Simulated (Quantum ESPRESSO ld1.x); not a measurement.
All-electron atom: Si9+ in [He] 2s2 2p1.

Method: non-relativistic Kohn-Sham, LDA (Slater exchange, Perdew-Zunger correlation), spin-polarised, spherical densities, point nucleus; open shells are filled with parallel spins first; computed with ld1.x of Quantum ESPRESSO 7.5.

Energy parts (eV):
total: -6464.27
kinetic: 6455.67
electron-nucleus: -13739.24
Hartree: 1128.03
exchange-correlation: -308.73

Orbitals (lengths in bohr, moments of r in powers of bohr):
| orbital | occ. | eigenvalue (eV) | <r^4> | <r> |
|---|---|---|---|---|
| 1s up | 1 | -2128.50 | 0.0007125 | 0.1115 |
| 1s down | 1 | -2125.36 | 0.0007079 | 0.1113 |
| 2s up | 1 | -405.983 | 0.1360 | 0.4925 |
| 2s down | 1 | -400.328 | 0.1397 | 0.4956 |
| 2p up | 1 | -376.111 | 0.09870 | 0.4315 |
| 2p down | 0 | -369.400 | 0.1025 | 0.4350 |
| 3s up | 0 | -155.935 | 3.913 | 1.201 |
| 3s down | 0 | -154.716 | 4.018 | 1.209 |
| 3p up | 0 | -147.043 | 3.715 | 1.166 |
| 3p down | 0 | -145.669 | 3.842 | 1.176 |

The highest occupied level is 2p up at -376.11 eV. Summed over all electrons, <r^2> = 0.8313 bohr^2, which gives a Langevin (diamagnetic) susceptibility term of -0.658 x 10^-6 cm^3/mol. Spin moment in Bohr magnetons: 1.
